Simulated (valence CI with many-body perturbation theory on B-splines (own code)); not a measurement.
# I19+: calculated level list

Calculated by relativistic CI+MBPT: six valence electrons over a frozen Dirac-Fock core [Ar] 3d10, radial functions for each j: 9 s, 9 p, 8 d, 6 f, 3 g, 1 h, with the one-electron correlation potential Σ1 (screened to all orders), the two-electron term Σ2, the three-electron term Σ3, Breit, model QED; selected single and double excitations, second order for the rest, scaled by the run's own slope (own B-spline code, finite nucleus).

No measured spectrum was set against this ion. As an estimate, levels hold to about 250 cm⁻¹ or 0.2 % of their energy and the worst to 1 %, as in measured heavy ions of charge 2 to 7; those with d or f electrons hold less well. Among the levels kept, up to 1000 cm⁻¹ of a level comes from second order outside the variational space, and about a tenth of that is noise between levels of different J, which matters for small intervals.

Levels 1 to 38 of 38, with energies above the lowest level, (4s^2 4p1/2^2 4p3/2^2) J=2. "Leading %" is the weight of the configuration and term that name the level; weights of strongly mixed levels are sums over their largest components and can fall short. In the jj column 3d3/2^4 stands for four electrons in 3d with j = 3/2. Lifetimes count E1, E2, E3, M1 and M2 decay at the calculated energies, and are blank where another channel may lead or the interval is too uncertain; long ones can be off by a factor of two.

```csv
No.,Configuration,Term,J,E (cm⁻¹),Leading %,g,Leading jj,Lifetime
1,4s2 4p4,3P,2,0,75,1.384,4s^2 4p1/2^2 4p3/2^2 (97 %),
2,4s2 4p4,3P,0,37462,50,,4s^2 4p1/2^2 4p3/2^2 (95 %),654 ms
3,4s2 4p4,3P,1,106830,98,1.500,4s^2 4p1/2 4p3/2^3 (98 %),41.3 μs
4,4s2 4p4,1D,2,129370,75,1.114,4s^2 4p1/2 4p3/2^3 (96 %),63.3 μs
5,4s2 4p4,1S,0,255430,49,,4s^2 4p3/2^4 (94 %),11.3 μs
6,4s 4p5,3P°,2,503830,86,1.498,4s 4p1/2^2 4p3/2^3 (86 %),64.2 ps
7,4s 4p5,3P°,1,544050,60,1.355,4s 4p1/2^2 4p3/2^3 (67 %),36.8 ps
8,4s 4p5,3P°,0,612990,78,,4s 4p1/2 4p3/2^4 (78 %),61.3 ps
9,4s2 4p3 4d,3F°,2,643350,30,1.080,4s^2 4p1/2^2 4p3/2 4d3/2 (88 %),488 ps
10,4s2 4p3 4d,5D°,3,649840,40,1.278,4s^2 4p1/2^2 4p3/2 4d3/2 (67 %),849 ps
11,4s2 4p3 4d,5D°,0,651630,51,,4s^2 4p1/2^2 4p3/2 4d3/2 (81 %),247 ps
12,4s2 4p3 4d,5D°,1,655130,26,1.250,4s^2 4p1/2^2 4p3/2 4d3/2 (48 %),57.3 ps
13,4s2 4p3 4d,5D°,1,665140,39,1.268,4s 4p1/2 4p3/2^4 (27 %),27.0 ps
14,4s2 4p3 4d,5D°,4,667980,54,1.357,4s^2 4p1/2^2 4p3/2 4d5/2 (86 %),1.42 ms
15,4s2 4p3 4d,5D°,2,685110,40,1.302,4s^2 4p1/2^2 4p3/2 4d5/2 (69 %),45.7 ps
16,4s2 4p3 4d,3G°,3,716500,35,1.080,4s^2 4p1/2^2 4p3/2 4d5/2 (40 %),37.3 ps
17,4s2 4p3 4d,3D°,1,732460,74,0.741,4s^2 4p1/2 4p3/2^2 4d3/2 (48 %),93.2 ps
18,4s2 4p3 4d,3F°,2,737500,47,0.973,4s^2 4p1/2 4p3/2^2 4d3/2 (89 %),281 ps
19,4s2 4p3 4d,1S°,0,740030,59,,4s^2 4p1/2 4p3/2^2 4d3/2 (68 %),676 ps
20,4s2 4p3 4d,3F°,3,748350,67,1.141,4s^2 4p1/2 4p3/2^2 4d3/2 (70 %),236 ps
21,4s2 4p3 4d,3D°,1,756970,76,0.684,4s^2 4p1/2 4p3/2^2 4d3/2 (39 %),23.5 ps
22,4s2 4p3 4d,3D°,3,757940,66,1.243,4s^2 4p1/2 4p3/2^2 4d5/2 (80 %),346 ps
23,4s2 4p3 4d,3G°,4,764060,59,1.194,4s^2 4p1/2 4p3/2^2 4d5/2 (67 %),77.4 μs
24,4s2 4p3 4d,3F°,4,773210,63,1.186,4s^2 4p1/2 4p3/2^2 4d3/2 (47 %),146 μs
25,4s2 4p3 4d,1G°,4,787440,48,1.102,4s^2 4p1/2 4p3/2^2 4d5/2 (70 %),
26,4s2 4p3 4d,3G°,5,794170,98,1.199,4s^2 4p1/2 4p3/2^2 4d5/2 (98 %),
27,4s2 4p3 4d,3F°,2,795960,44,0.922,4s^2 4p1/2 4p3/2^2 4d3/2 (80 %),58.9 ps
28,4s2 4p3 4d,3P°,1,811380,28,1.278,4s^2 4p1/2 4p3/2^2 4d5/2 (50 %),9.11 ps
29,4s2 4p3 4d,3P°,0,820150,57,,4s^2 4p1/2 4p3/2^2 4d5/2 (62 %),27.1 ps
30,4s2 4p3 4d,3D°,2,829810,55,1.235,4s^2 4p1/2 4p3/2^2 4d5/2 (89 %),71.7 ps
31,4s2 4p3 4d,3P°,2,838270,42,1.146,4s^2 4p1/2 4p3/2^2 4d5/2 (39 %),4.87 ps
32,4s2 4p3 4d,3F°,3,843770,51,1.122,4s^2 4p1/2 4p3/2^2 4d5/2 (84 %),50.5 ps
33,4s2 4p3 4d,3D°,3,851140,54,1.142,4s^2 4p1/2 4p3/2^2 4d5/2 (53 %),5.90 ps
34,4s2 4p3 4d,3P°,1,856310,51,1.274,4s^2 4p1/2 4p3/2^2 4d3/2 (63 %),2.93 ps
35,4s2 4p3 4d,3P°,2,857400,39,1.189,4s^2 4p1/2 4p3/2^2 4d5/2 (42 %),4.19 ps
36,4s2 4p3 4d,3S°,1,873600,62,1.643,4s^2 4p1/2 4p3/2^2 4d5/2 (55 %),3.28 ps
37,4s2 4p3 4d,3D°,3,875120,38,1.166,4s^2 4p1/2 4p3/2^2 4d3/2 (50 %),2.79 ps
38,4s2 4p3 4d,1P°,1,905690,43,0.926,4s^2 4p1/2 4p3/2^2 4d3/2 (60 %),2.47 ps
```

The ionisation energy to 4s2 4p3 4S°_3/2 of the next ion comes out as 570.37 eV (NIST: 569 ± 4 eV (theoretical)). All 38 levels together are meant to be complete up to 908420 cm⁻¹.
